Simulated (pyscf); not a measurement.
**[H₃C–Al–Cl]• (SMILES [CH3][Al][Cl]), doublet**

Gas-phase minimum from PySCF at ωB97X-D3(BJ)/def2-SVP, one conformer. Other isomers of [H₃C–Al–Cl]• were not searched in full and may lie lower. 

```xyz
6

C      0.4612    -0.4433    -0.2882
Al     1.1643     0.8548     1.0122
Cl     2.3314     0.0584     2.5985
H     -0.1525     0.0195    -1.0757
H      1.3056    -0.9730    -0.7629
H     -0.1486    -1.1951     0.2422
```
Charge 0, spin multiplicity 2.

Bonds (Å): C1–Al2 1.967, C1–H4 1.100, C1–H5 1.104, C1–H6 1.104, Al2–Cl3 2.124. Angles (°): Al2–C1–H4 113.3, Al2–C1–H5 109.1, Al2–C1–H6 109.2, H4–C1–H5 108.7, H4–C1–H6 108.8, H5–C1–H6 107.6, C1–Al2–Cl3 116.3.

Properties at ωB97X-D3(BJ)/def2-SVP:

| Quantity | Value |
|---|---|
| Harmonic wavenumbers, unscaled | 44, 160, 495, 561, 634, 693, 1197, 1421, 1432, 3052, 3152, 3180 cm⁻¹ |
| Zero-point energy | 22.9 kcal/mol |
| Rotational symmetry number | 1 |
| Entropy of this conformer at 298 K and 1 atm, rigid rotor and harmonic oscillator, modes under 100 cm⁻¹ raised to 100 | 305.6 J/(mol K) |
| Dipole moment | 1.95 D |
| Spin expectation value S2 | 0.753 |

Single-point totals, which compare only within one level (frozen core for MP2 and CC):

| level | total energy (hartree) |
|---|---|
| ωB97X-D3(BJ)/def2-TZVP | -742.66341 |
| PBE/def2-TZVP | -742.22929 |
| r²SCAN/def2-TZVP | -742.53156 |
| B3LYP-D3(BJ)/def2-TZVP | -742.66117 |
| PBE0-D3(BJ)/def2-TZVP | -742.30063 |
| M06-2X/def2-TZVP | -742.55837 |
| ωB97M-D3(BJ)/def2-TZVP | -742.71004 |
| UHF/def2-TZVPP | -741.11858 |
| MP2/def2-TZVPP | -741.54075 |
| CCSD/def2-TZVPP | -741.57685 |
| CCSD(T)/def2-TZVPP | -741.59540 |

The lowest mode is so soft that the shape along it may change with the basis. Soft torsions are taken as harmonic, which can shift the entropy by several J/(mol K). The CCSD(T) − MP2 part came from Ansatz, without density fitting, on the same reference.
